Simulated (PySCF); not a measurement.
How methods differ on the excitation energy of Te⁺

Te⁺ [Kr] 4d10 5s2 5p3 (4S) → Te⁺ [Kr] 4d10 5s1 5p4 (4P), as a difference of total energies. All numbers are calculated (PySCF 2.14, the spin-free X2C one-electron Hamiltonian (Gaussian nucleus), in ANO-RCC-VTZP (7s6p4d2f1g, 68 functions)). Correlated levels: valence: [Kr] 4d10 frozen; valence and next inner shell: [Ar] 3d10 frozen. The calculations carry no spin-orbit coupling.

| method | excitation energy (eV) |
| --- | --- |
| UHF | 9.301 |
| LDA | 9.809 |
| PBE | 9.662 |
| PBE0 | 9.617 |
| r2SCAN | 9.416 |
| BHandHLYP | 9.661 |
| HSE06 | 9.626 |
| M06-2X | 9.358 |
| MP2 (valence) | 9.262 |
| SCS-MP2 (valence) | 9.252 |
| MP2 (valence and next inner shell) | 9.717 |
| SCS-MP2 (valence and next inner shell) | 9.621 |

Task: How much does correlation contribute at MP2 (valence and next inner shell)?

Result: 9.717 − (9.301) = 0.416 eV, measured against UHF.

A first-order spin-orbit estimate (lowest level to lowest level, LS coupling) adds -0.289 eV.
